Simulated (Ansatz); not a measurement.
Calculated with Ansatz (gas phase, PBE0-D4/def2-TZVP geometries, no zero-point term in ΔE). CCSD(T)/CBS adds triple-zeta CCSD(T) − MP2 to the extrapolated MP2 energy (def2 sets, frozen cores). Functionals use def2-TZVPP. B3LYP here is the variant with VWN-RPA as its local correlation; programs differ in this. For Ga outer-core shells are correlated without core-valence functions, which leaves a few kJ/mol of doubt a bond. Scalar relativity is left out up to krypton. One conformer a species, not always the lowest.

Reaction (ligand exchange at the Si–O bond): `[OH][Ga]([SH])[O][SiH3]` + `O[Si]1(Cl)CO1` → `[SiH3]O[Si]1(Cl)CO1` + `[OH][Ga]([OH])[SH]`

| level | ΔE (kJ/mol) | difference from CCSD(T)/CBS |
| --- | --- | --- |
| r2SCAN-D4 | -1.7 | 1.2 |
| PBE0-D4 | -2.0 | 0.9 |
| B3LYP-D4 | -4.0 | -1.1 |
| ωB97M-V | -1.8 | 1.1 |
| B2PLYP | -2.3 | 0.6 |
| PBE | -2.0 | 0.9 |
| r2SCAN | -1.5 | 1.4 |
| PBE0 | -1.6 | 1.3 |
| B3LYP | -3.5 | -0.6 |
| MP2/def2-TZVPP | -0.8 | 2.1 |
| SCS-MP2/def2-TZVPP | -1.1 | 1.8 |
| CCSD/def2-TZVPP | -1.1 | 1.8 |
| HF/def2-QZVPP | -3.3 | -0.4 |
| HF/CBS(def2) | -3.5 | -0.6 |
| MP2/CBS(def2) | -3.1 | -0.2 |
| CCSD/CBS(def2) | -3.5 | -0.6 |
| CCSD(T)/CBS | -2.9 | 0 |

Largest T1 diagnostic among the species: 0.014.
